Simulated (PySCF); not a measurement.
BeF₂ (SMILES [F][Be][F]), singlet, geometry from GFN2-xTB (such geometries of metal compounds can be far from the true shape); PySCF with M06L/def2-SV(P).

PySCF was given this input:
```python
from pyscf import gto, scf, dft

mol = gto.Mole()
mol.atom = '''
    Be    0.000000    0.000000    0.000000
    F    -0.000000   -0.000000   -1.369539
    F     0.000000    0.000000    1.369539
'''
mol.basis = 'def2-sv(p)'
mol.charge = 0
mol.spin = 0
mol.verbose = 4
mol.build()

mf = dft.RKS(mol)
mf.xc = 'm06l'
mf.kernel()
mf.analyze()
```

### Question
Predict the main parts of the log of this PySCF run.

### Answer

```
PySCF version 2.14.0

[INPUT] verbose = 4
[INPUT] num. atoms = 3
[INPUT] num. electrons = 22
[INPUT] charge = 0
[INPUT] spin (= nelec alpha-beta = 2S) = 0
[INPUT] symmetry False subgroup None
[INPUT] Mole.unit = angstrom
[INPUT] Symbol           X                Y                Z      unit          X                Y                Z       unit  Magmom
[INPUT]  1 Be     0.000000000000   0.000000000000   0.000000000000 AA    0.000000000000   0.000000000000   0.000000000000 Bohr   0.0
[INPUT]  2 F      0.000000000000   0.000000000000  -1.369539000000 AA    0.000000000000   0.000000000000  -2.588053626911 Bohr   0.0
[INPUT]  3 F      0.000000000000   0.000000000000   1.369539000000 AA    0.000000000000   0.000000000000   2.588053626911 Bohr   0.0

nuclear repulsion = 43.4689601599516
number of shells = 17
number of NR pGTOs = 67
number of NR cGTOs = 37
basis = def2-sv(p)
ecp = {}

******** <class 'pyscf.dft.rks.RKS'> ********
method = RKS
initial guess = minao
damping factor = 0
level_shift factor = 0
DIIS = <class 'pyscf.scf.diis.CDIIS'>
diis_start_cycle = 1
diis_space = 8
diis_damp = 0
SCF conv_tol = 1e-09
SCF conv_tol_grad = None
SCF max_cycles = 50
direct_scf = True
direct_scf_tol = 1e-13
XC library pyscf.dft.libxc version 7.1.2
    S. Lehtola, C. Steigemann, M. J. T. Oliveira, and M. A. L. Marques,  SoftwareX 7, 1–5 (2018)
XC functionals = m06l
    Y. Zhao and D. G. Truhlar,  J. Chem. Phys. 125, 194101 (2006)
    Y. Zhao and D. G. Truhlar,  J. Chem. Phys. 125, 194101 (2006)
    Y. Zhao and D. G. Truhlar,  Theor. Chem. Acc. 120, 215 (2008)
radial grids:
    Treutler-Ahlrichs [JCP 102, 346 (1995); DOI:10.1063/1.469408] (M4) radial grids

becke partition: Becke, JCP 88, 2547 (1988); DOI:10.1063/1.454033
pruning grids: <function nwchem_prune>
grids dens level: 3
symmetrized grids: False
atomic radii adjust function: <function treutler_atomic_radii_adjust>
small_rho_cutoff = 0
Set gradient conv threshold to 3.16228e-05
Initial guess from minao.
tot grids = 42248
init E= -214.386897221647
  HOMO = -0.517439246569289  LUMO = -0.063461784946035  gap/eV = 12.35336
cycle= 1 E= -214.26751954762  delta_E= 0.119  |g|= 0.848  |ddm|=  1.9
  HOMO = -0.212741014928294  LUMO = -0.010702104477998  gap/eV = 5.49776
cycle= 2 E= -214.01674097729  delta_E= 0.251  |g|= 1.51  |ddm|= 1.39
  HOMO = -0.369916859927768  LUMO = -0.018229593661204  gap/eV = 9.56990
cycle= 3 E= -214.385068623445  delta_E= -0.368  |g|= 0.033  |ddm|= 0.911
  HOMO = -0.364507005492284  LUMO = -0.0218000501850972  gap/eV = 9.32553
cycle= 4 E= -214.385484907286  delta_E= -0.000416  |g|= 0.012  |ddm|= 0.0653
  HOMO = -0.364979071656682  LUMO = -0.0225347957545035  gap/eV = 9.31838
cycle= 5 E= -214.385506489281  delta_E= -2.16e-05  |g|= 0.00348  |ddm|= 0.0108
  HOMO = -0.365473113016973  LUMO = -0.022959357792415  gap/eV = 9.32027
cycle= 6 E= -214.385508793903  delta_E= -2.3e-06  |g|= 0.000201  |ddm|= 0.00431
  HOMO = -0.365492342962562  LUMO = -0.0229880098307218  gap/eV = 9.32002
cycle= 7 E= -214.385508801685  delta_E= -7.78e-09  |g|= 7.19e-06  |ddm|= 0.000284
  HOMO = -0.365490881239578  LUMO = -0.0229884410048538  gap/eV = 9.31997
cycle= 8 E= -214.385508801706  delta_E= -2.05e-11  |g|= 6e-07  |ddm|= 1.49e-05
  HOMO = -0.365491127833157  LUMO = -0.0229883889692037  gap/eV = 9.31997
Extra cycle  E= -214.385508801705  delta_E= 1.71e-13  |g|= 8.86e-07  |ddm|= 8.38e-07
converged SCF energy = -214.385508801705
**** SCF Summaries ****
Total Energy =                        -214.385508801705470
Nuclear Repulsion Energy =              43.468960159951642
One-electron Energy =                 -385.122806540740896
Two-electron Energy =                  127.268337579083763
Two-electron Coulomb Energy =          151.178252768793271
DFT Exchange-Correlation Energy =      -23.909915189709505
HOMO-LUMO gap [eV] =                     9.319974240134284
**** MO energy ****
MO #1   energy= -24.4803336386136  occ= 2
MO #2   energy= -24.4802142013895  occ= 2
MO #3   energy= -4.00898865032424  occ= 2
MO #4   energy= -1.1326295434169   occ= 2
MO #5   energy= -1.12389660036003  occ= 2
MO #6   energy= -0.4323619563057   occ= 2
MO #7   energy= -0.420119448795677 occ= 2
MO #8   energy= -0.391985562786837 occ= 2
MO #9   energy= -0.391985562786833 occ= 2
MO #10  energy= -0.365491127833159 occ= 2
MO #11  energy= -0.365491127833157 occ= 2
MO #12  energy= -0.0229883889692037 occ= 0
MO #13  energy= 0.0372250714032572 occ= 0
MO #14  energy= 0.03722507140326   occ= 0
MO #15  energy= 0.10997755932617   occ= 0
MO #16  energy= 0.183941034747397  occ= 0
MO #17  energy= 0.191936151226386  occ= 0
MO #18  energy= 0.191936151226391  occ= 0
MO #19  energy= 0.646970381390169  occ= 0
 ** Mulliken pop on meta-lowdin orthogonal AOs  **
 ** Mulliken pop  **
pop of  0 Be 1s           1.99993
pop of  0 Be 2s           0.28946
pop of  0 Be 3s           0.00714
pop of  0 Be 2px          0.08339
pop of  0 Be 2py          0.08339
pop of  0 Be 2pz          0.01853
pop of  0 Be 3px          0.00262
pop of  0 Be 3py          0.00262
pop of  0 Be 3pz          0.02334
pop of  1 F 1s            1.99997
pop of  1 F 2s            1.92246
pop of  1 F 3s            0.00202
pop of  1 F 2px           1.95258
pop of  1 F 2py           1.95258
pop of  1 F 2pz           1.90091
pop of  1 F 3px           0.00311
pop of  1 F 3py           0.00311
pop of  1 F 3pz           0.00227
pop of  1 F 3dxy          0.00000
pop of  1 F 3dyz          0.00130
pop of  1 F 3dz^2         0.00317
pop of  1 F 3dxz          0.00130
pop of  1 F 3dx2-y2       0.00000
pop of  2 F 1s            1.99997
pop of  2 F 2s            1.92246
pop of  2 F 3s            0.00202
pop of  2 F 2px           1.95258
pop of  2 F 2py           1.95258
pop of  2 F 2pz           1.90091
pop of  2 F 3px           0.00311
pop of  2 F 3py           0.00311
pop of  2 F 3pz           0.00227
pop of  2 F 3dxy          0.00000
pop of  2 F 3dyz          0.00130
pop of  2 F 3dz^2         0.00317
pop of  2 F 3dxz          0.00130
pop of  2 F 3dx2-y2       0.00000
 ** Mulliken atomic charges  **
charge of    0Be =      1.48958
charge of    1F =     -0.74479
charge of    2F =     -0.74479
Dipole moment(X, Y, Z, Debye): -0.00000, -0.00000,  0.00000
```
